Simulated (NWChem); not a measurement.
System: C₃H₆O; SMILES C1COC1

Input file for NWChem:

```
start job
memory heap 200 mb stack 900 mb global 1100 mb
geometry units angstroms noautoz
  C      0.000000     0.000000     1.067013
  C      0.000000     1.025267    -0.073890
  O      0.000000     0.000000    -1.062901
  C      0.000000    -1.025267    -0.073890
  H      0.894540     0.000000     1.704708
  H     -0.894540     0.000000     1.704708
  H     -0.895206     1.670225    -0.137585
  H      0.895206     1.670225    -0.137585
  H      0.895206    -1.670225    -0.137585
  H     -0.895206    -1.670225    -0.137585
end
basis spherical
  C library def2-svp
  O library def2-svp
  H library def2-svp
end
dft
  xc xpbe96 cpbe96
  iterations 150
  vectors input atomic output neutral.movecs
end
task dft energy
charge 1
dft
  odft
  mult 2
  vectors input atomic output cation.movecs
end
task dft energy
```

Output (shortened):

```
             Northwest Computational Chemistry Package (NWChem) 7.3.0
             --------------------------------------------------------

 C2V symmetry detected

                             Geometry "geometry" -> ""
                             -------------------------

 Output coordinates in angstroms (scale by  1.889725989 to convert to a.u.)

  No.       Tag          Charge          X              Y              Z
 ---- ---------------- ---------- -------------- -------------- --------------
    1 C                    6.0000     0.00000000     0.00000000     1.07103594
    2 C                    6.0000     0.00000000     1.02526700    -0.06986706
    3 O                    8.0000     0.00000000     0.00000000    -1.05887806
    4 C                    6.0000     0.00000000    -1.02526700    -0.06986706
    5 H                    1.0000     0.89454000     0.00000000     1.70873094
    6 H                    1.0000    -0.89454000     0.00000000     1.70873094
    7 H                    1.0000    -0.89520600     1.67022500    -0.13356206
    8 H                    1.0000     0.89520600     1.67022500    -0.13356206
    9 H                    1.0000     0.89520600    -1.67022500    -0.13356206
   10 H                    1.0000    -0.89520600    -1.67022500    -0.13356206

 Effective nuclear repulsion energy (a.u.)     128.7521154426

      Symmetry information
      --------------------

 Group name             C2v
 Group number             16
 Group order               4
 No. of unique centers     5

  pbe96 is a nonlocal functional; adding pw91lda local functional.

                                 NWChem DFT Module
                                 -----------------

 Summary of "ao basis" -> "ao basis" (spherical)
 ------------------------------------------------------------------------------
       Tag                 Description            Shells   Functions and Types
 ---------------- ------------------------------  ------  ---------------------
 C                          def2-svp                 6       14   3s2p1d
 O                          def2-svp                 6       14   3s2p1d
 H                          def2-svp                 3        5   2s1p

      Symmetry analysis of basis
      --------------------------

        a1         33
        a2         12
        b1         19
        b2         22

            General Information
            -------------------
          SCF calculation type: DFT
          Wavefunction type:  closed shell.
          No. of atoms     :    10
          No. of electrons :    32
           Alpha electrons :    16
            Beta electrons :    16
          Charge           :     0
          Spin multiplicity:     1
          Use of symmetry is: on ; symmetry adaption is: on
          Maximum number of iterations: 150
          AO basis - number of functions:    86
                     number of shells:    42
          Convergence on energy requested:  1.00D-06
          Convergence on density requested:  1.00D-05
          Convergence on gradient requested:  5.00D-04

              XC Information
              --------------
          PerdewBurkeErnzerhof Exchange Functional  1.000
            Perdew 1991 LDA Correlation Functional  1.000 local
           PerdewBurkeErnz. Correlation Functional  1.000 non-local

             Grid Information
             ----------------
          Grid used for XC integration:  medium
          Radial quadrature: Mura-Knowles
          Angular quadrature: Lebedev.
          Tag              B.-S. Rad. Rad. Pts. Rad. Cut. Ang. Pts.
          ---              ---------- --------- --------- ---------
          C                   0.70       49           9.0       434
          O                   0.60       49           8.0       434
          H                   0.35       45          10.0       434
          Grid pruning is: on
          Number of quadrature shells:   237
          Spatial weights used:  Erf1

      Superposition of Atomic Density Guess
      -------------------------------------

 Sum of atomic energies:        -190.56125950

      Non-variational initial energy
      ------------------------------

 Total energy =    -193.115970
 1-e energy   =    -512.304663
 2-e energy   =     190.436578
 HOMO         =      -0.312155
 LUMO         =       0.103411

      Symmetry analysis of molecular orbitals - initial
      -------------------------------------------------

  Numbering of irreducible representations:

     1 a1          2 a2          3 b1          4 b2

  Orbital symmetries:

     1 a1          2 a1          3 a1          4 b2          5 a1
     6 a1          7 b2          8 a1          9 b1         10 a1
    11 b2         12 b1         13 a2         14 a1         15 b2
    16 b1         17 a1         18 a1         19 b2         20 b1
    21 a1         22 b2         23 a2         24 b1         25 b2
    26 a1

   convergence    iter        energy       DeltaE   RMS-Dens  Diis-err
 ---------------- ----- ----------------- --------- --------- ---------
 d= 0,ls=0.0,diis     1   -192.6553115386 -3.21D+02  1.55D-02  5.59D-01
 d= 0,ls=0.0,diis     2   -192.5816220188  7.37D-02  9.55D-03  1.36D+00
 d= 0,ls=0.0,diis     3   -192.7126659240 -1.31D-01  1.99D-03  6.38D-02
 d= 0,ls=0.0,diis     4   -192.7172822779 -4.62D-03  9.78D-04  8.68D-03
 d= 0,ls=0.0,diis     5   -192.7182458648 -9.64D-04  2.36D-04  4.28D-04
  Resetting Diis
 d= 0,ls=0.0,diis     6   -192.7183032413 -5.74D-05  2.72D-05  2.84D-06
 d= 0,ls=0.0,diis     7   -192.7183034235 -1.82D-07  2.60D-05  1.64D-06
 d= 0,ls=0.0,diis     8   -192.7183031130  3.10D-07  1.57D-05  4.09D-06
 d= 0,ls=0.0,diis     9   -192.7183036335 -5.20D-07  4.28D-07  1.50D-09

         Total DFT energy =     -192.718303633523
      One electron energy =     -515.830713175470
           Coulomb energy =      221.202573359647
    Exchange-Corr. energy =      -26.842279260284
 Nuclear repulsion energy =      128.752115442584

[...]
```

Level: PBE/def2-SVP, vertical spin-unrestricted ions. All runs use the structure optimised with PBE0/def2-SVP.
